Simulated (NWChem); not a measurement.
Molecule: bromine (Br₂); SMILES BrBr

Computed with NWChem. Pople sets run with spherical d functions. This build's default masses of Se (78.918 u) and Br (79.917 u) are each other's, which moves their modes by up to 0.6 %. Each level has its own optimisation; frequencies are unscaled.

For level BLYP/def2-SVP:

| Quantity | Result |
|---|---|
| r Br–Br (Å) | 2.364 |
| highest harmonic frequency (cm⁻¹) | 284 |

Question: Estimate the same quantities for level Hartree-Fock/6-31G*.

Answer: The r Br–Br (Å) comes out as 2.283 and the highest harmonic frequency (cm⁻¹) is 353.
